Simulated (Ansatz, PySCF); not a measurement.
B(Br)(Me)(OH) (CH4BBrO), SMILES CB(O)Br.

Coordinates come from a PBE0-D3(BJ)/def2-SVP optimisation. The values are those of a single conformer.

Vertical ionisation energy (IE) and electron affinity (EA) in eV. Rows of orbital energies are one-electron estimates. Where ΔSCF, EOM or ADC give a negative EA the extra electron is unbound and the value depends on the basis.

```
level                                                                        IE     EA
------------------------------------------------------------------------  -----  -----
−ε(HOMO), −ε(LUMO), r2SCAN/def2-TZVP (PySCF)                               7.31   0.68
−ε(HOMO), −ε(LUMO), PBE/def2-TZVP (PySCF)                                  6.99   1.04
ΔSCF, CAM-B3LYP/def2-SVPD (Ansatz), final states of multiplicity 2 and 2  10.91  -1.04
ΔSCF, PBE/def2-SVPD (Ansatz), final states of multiplicity 2 and 2        10.53  -0.83
```

Question: What vertical singlet–triplet gap does ΔSCF give with CAM-B3LYP/def2-SVPD (Ansatz, a first-principles code) and with PBE/def2-SVPD (Ansatz)? (The exact figures need the calculation; the answer reports its results.)

Answer: 6.85 and 6.30 eV (triplet above singlet where positive).
